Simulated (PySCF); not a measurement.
Coordinates in bohr (charge 0 multiplicity 4):
```
Co    0.0000    0.0000    0.0000
O    -0.0844    0.0000    3.2778
O     0.0844    0.0000   -3.2778
H    -1.3605    0.0000    4.5608
H     1.3605    0.0000   -4.5608
```

Level of theory: UPBE0 in PySCF with Co def2-SVP, O def2-SVP, H def2-SVP; no relativity; density-fitted integrals.

This geometry of Co(OH)₂ is a stationary point at this level.

**Question.** What is the point group?

**Answer.** C2h.

**Question.** Is it a minimum?

**Answer.** Yes: all harmonic wavenumbers are real.

**Question.** List the harmonic modes with their infrared intensities.

**Answer.** 
| symmetry | ω (cm⁻¹) | IR (km/mol) |
| --- | --- | --- |
| au | 107 | 10.0 |
| bu | 143 | 17.2 |
| au | 307 | 200 |
| ag | 392 | 0.0 |
| bu | 450 | 366 |
| ag | 673 | 0.0 |
| bu | 830 | 139 |
| bu | 3982 | 246 |
| ag | 3985 | 0.0 |

**Question.** Give the ideal-gas entropy at 298.15 K and 1 bar by parts.

**Answer.** translation 165.4, rotation 80.7, vibration 41.0, spin 11.5; total 298.6 J/(mol K).

In C2h the vibrations span 2au + 4bu + 3ag. The ag modes carry no infrared intensity, as symmetry demands. With a centre of inversion only u modes can be infrared active and only g modes Raman active.

This need not be the most stable arrangement of these atoms. With open d or f shells other occupations or spin states may lie lower.
